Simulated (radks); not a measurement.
Results of a calculation; reference values are marked as such.
Species: Ca+. Configuration: [Ar] 4s1.

Code: a radial shooting solver on a logarithmic mesh with Libxc functionals. Model: scalar-relativistic Kohn-Sham, r2SCAN, spin-polarised, spherical densities, finite nucleus; open shells are filled with parallel spins first; meta-GGA in the generalised Kohn-Sham scheme; Fermi nuclear charge, rms radius 3.4776 fm.

Energy parts (hartree):
| part | energy |
|---|---|
| total | -680.29653 |
| kinetic | 684.96187 |
| electron-nucleus | -1610.72730 |
| Hartree | 281.50100 |
| exchange-correlation | -36.03209 |

Orbitals (lengths in bohr, moments of r in powers of bohr; r(max) is where P^2 peaks; r(90%) holds 90 % of the orbital's charge):
| orbital | occ. | eigenvalue (hartree) | <r> | r(90%) | r(max) |
|---|---|---|---|---|---|
| 1s up | 1 | -146.0541 | 0.07685 | 0.137 | 0.05029 |
| 1s down | 1 | -146.0529 | 0.07686 | 0.137 | 0.05029 |
| 2s up | 1 | -15.72684 | 0.3631 | 0.565 | 0.2994 |
| 2s down | 1 | -15.72574 | 0.3631 | 0.565 | 0.2995 |
| 2p up | 3 | -12.71425 | 0.3273 | 0.539 | 0.2468 |
| 2p down | 3 | -12.71297 | 0.3273 | 0.539 | 0.2468 |
| 3s up | 1 | -2.04701 | 1.156 | 1.73 | 0.9925 |
| 3s down | 1 | -2.04358 | 1.157 | 1.73 | 0.9935 |
| 3p up | 3 | -1.31194 | 1.269 | 1.95 | 1.048 |
| 3p down | 3 | -1.30792 | 1.265 | 1.95 | 1.049 |
| 4s up | 1 | -0.34673 | 3.610 | 5.25 | 3.165 |

The highest occupied level is 4s up at -9.435 eV. The electron density at the nucleus is 6184 e/bohr^3 (large components only). Spin moment in Bohr magnetons: 1. The density falls to 0.001 e/bohr^3 at r = 4.33 bohr. Summed over all electrons, <r^2> = 30.20 bohr^2, which gives a Langevin (diamagnetic) susceptibility term of -23.9 x 10^-6 cm^3/mol.
